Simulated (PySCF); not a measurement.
4-ethenyl-2,3-dihydroazete (C₅H₇N), SMILES N1=C(C=C)CC1.

Geometry: PBE-D3(BJ)/def2-SVP. Other conformers were not sampled.

Calculation: PBE-D3(BJ)/def2-SVP (PySCF).

Harmonic, unscaled wavenumbers; measured fundamentals usually lie a few per cent lower.

Computed harmonic wavenumbers and intensities:
```
mode  ν (cm⁻¹)  IR (km/mol)  Raman (Å⁴/amu)  depolarisation  moving atoms (share of kinetic energy)
----  --------  -----------  --------------  --------------  --------------------------------------
1           85          3.3             4.0            0.75                  C 51 %, H 33 %, N 16 %
2          209          2.5             4.7            0.53                  C 55 %, H 27 %, N 18 %
3          218          2.9             1.4            0.75                  H 55 %, C 31 %, N 14 %
4          387          0.2             2.5            0.75                  H 53 %, C 36 %, N 11 %
5          453          5.3             6.0            0.35                   C 68 %, H 24 %, N 8 %
6          640          2.6             4.9            0.75                          H 65 %, C 35 %
7          685          1.6             0.3            0.08                          C 65 %, H 28 %
8          769          3.8             0.9            0.75                          H 79 %, C 21 %
9          890          1.4             9.6            0.74                  C 53 %, H 34 %, N 13 %
10         917          5.0             7.3            0.26                  C 52 %, H 37 %, N 11 %
11         927         24.7             1.6            0.75                          H 70 %, C 30 %
12         979         10.0             8.4            0.74                  N 48 %, C 38 %, H 14 %
13         991         15.2             0.6            0.75                           H 91 %, C 9 %
14        1015          0.0             3.7            0.75                          H 52 %, C 44 %
15        1046         11.7             6.9            0.66                  H 52 %, C 36 %, N 12 %
16        1058          0.1            10.3            0.75                          H 79 %, C 16 %
17        1110          0.0             6.9            0.75                          H 87 %, C 13 %
18        1134          4.8             1.2            0.17                          H 53 %, C 45 %
19        1201          1.3            11.7            0.31                          H 56 %, C 43 %
20        1242         16.0            11.8            0.27                          H 65 %, C 33 %
21        1289          6.1             9.4            0.42                          H 55 %, C 44 %
22        1371          3.0            29.3            0.63                          H 90 %, C 10 %
23        1386         20.7            70.0            0.46                          H 76 %, C 24 %
24        1409         20.3            37.8            0.33                          H 73 %, C 25 %
25        1591         24.2           169.2            0.26                          C 66 %, N 31 %
26        1649          5.1            83.2            0.28                          C 86 %, H 12 %
27        2973         41.2           278.4            0.20                                  H 95 %
28        2985         17.3           208.3            0.06                                  H 95 %
29        3029          9.2           150.4            0.75                          H 90 %, C 10 %
30        3048         15.1            99.3            0.75                          H 90 %, C 10 %
31        3077          2.5            75.4            0.14                                  H 95 %
32        3096          9.1           120.8            0.22                           H 91 %, C 9 %
33        3186          1.8            89.2            0.60                          H 89 %, C 11 %
```
